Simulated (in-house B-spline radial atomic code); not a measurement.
Correlation energy from the adiabatic connection: −Z/r, Z = 1.24, wall at 0.745 bohr

Two electrons in a singlet, external potential −Z/r, Z = 1.24, wall at 0.745 bohr (atomic units). Full CI in B-splines (partial waves to l = 8, correlation up to 0.6 % small) with the density held fixed gives W(λ) = <V_ee>_λ − U, and E_c is the integral of W(λ) − W(0) from 0 to 1.

| λ | W(λ) − W(0) (hartree) |
| --- | --- |
| 0 | 0.00000 |
| 0.02 | -0.00208 |
| 0.05 | -0.00519 |
| 0.12 | -0.01236 |
| 0.25 | -0.02543 |
| 0.4 | -0.04009 |
| 0.6 | -0.05899 |
| 0.8 | -0.07716 |
| 1 | -0.09465 |

(1) Integrate the table by the trapezoid rule.

(2) Now use only three numbers: W(0) = -2.5089, the initial slope W'(0) = -0.1043 (extrapolated from the first points) and the strong-coupling limit of the point-charge-plus-continuum model, W∞ = -2.6751. What do second-order theory and the interpolation W(λ) = W∞ + (W(0) − W∞)/√(1 + 2χλ) of Seidl, Perdew and Levy give?

## Answers

(1) The strips give -0.00002, -0.00011, -0.00061, -0.00246, -0.00491, -0.00991, -0.01362, -0.01718, which sum to -0.04882 hartree. The direct value, W(1) − W(0) + T_c with T_c = 0.04579, is -0.04887; the curve is convex, so chords lie above it and the trapezoids fall short in size by 0.10 %.

(2) Second order keeps the slope alone: E_c = W'(0)/2 = -0.05215, +7 % in size against -0.04887. Matching the slope fixes χ = W'(0)/(W∞ − W(0)) = -0.1043/(-0.16620) = 0.62756. Integrating, with s = √(1 + 2χ) = 1.501704, E_c = −(W(0) − W∞)(s − 1)/(s + 1) = −0.16620 × 0.501704/2.501704 = -0.03333 hartree, -31.8 % in size against the full result. At λ = 1 the formula gives W − W(0) = -0.05553 against -0.09465. Part of the miss can come from the model's W∞, which here lies above the computed W at λ = 10, -3.00677.
